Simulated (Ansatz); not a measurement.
Consider the ligand exchange at the Si–C bond: `N=C(O)[SiH2][SiH3]` + CH₃SH → `CS[SiH2][SiH3]` + `N=CO`.

Calculated with Ansatz (gas phase, PBE0-D4/def2-TZVP geometries, no zero-point term in ΔE). CBS: MP2 limit from def2 TZ/QZ plus the TZ coupled-cluster correction, frozen cores. This one scheme is used for every species. One conformer a species, not always the lowest.

`N=C(O)[SiH2][SiH3]`:

Cartesian coordinates in Å:
```
N 0.057 2.235 1.099
C -0.274 1.387 0.222
O -1.537 1.377 -0.246
Si 0.800 0.021 -0.558
Si -0.130 -2.078 -0.104
H 1.031 2.142 1.369
H -2.007 2.094 0.209
H 0.889 0.251 -2.024
H 2.151 0.164 0.045
H -0.303 -2.240 1.364
H -1.450 -2.203 -0.773
H 0.774 -3.149 -0.603
```

CH₃SH:

Z-matrix (Å, degrees):
```
C
S 1 1.806
H 1 1.089 2 111.5
H 1 1.089 2 111.5 3 -123.8
H 1 1.090 2 106.2 3 118.1
H 2 1.342 1 97.1 3 61.9
```

`CS[SiH2][SiH3]`:

Z-matrix (Å, degrees):
```
C
S 1 1.816
H 1 1.090 2 111.0
H 1 1.090 2 111.0 3 -122.6
H 1 1.090 2 106.8 3 118.7
Si 2 2.128 1 100.1 3 61.3
Si 6 2.338 2 107.2 1 -179.9
H 6 1.491 2 110.5 1 -59.0
H 6 1.491 2 110.5 1 59.2
H 7 1.486 6 110.2 2 -59.9
H 7 1.488 6 109.4 2 -179.7
H 7 1.486 6 110.2 2 60.6
```

`N=CO`:

Cartesian coordinates in Å:
```
N 0.170 0.360 0.958
C -0.260 -0.113 -0.126
O 0.521 -0.249 -1.201
H -0.559 0.390 1.662
H -1.272 -0.461 -0.343
H 1.399 0.074 -0.949
```

```csv
species,MP2/CBS(def2) energy (Eh)
`N=C(O)[SiH2][SiH3]`,-750.18675
CH₃SH,-438.17872
`CS[SiH2][SiH3]`,-1018.71348
`N=CO`,-169.67959
```

Question: Work out ΔE.

Answer: ΔE = (-1018.71348) + (-169.67959) − (-750.18675) − (-438.17872) = -0.02760 Eh = -72.5 kJ/mol. CCSD(T)/CBS gives -66.9 kJ/mol.

Largest T1 diagnostic among the species: 0.015.

From PBE to PBE0 (25 % exact exchange), in def2-TZVPP and without D4, ΔE moves by −3.6 kJ/mol.
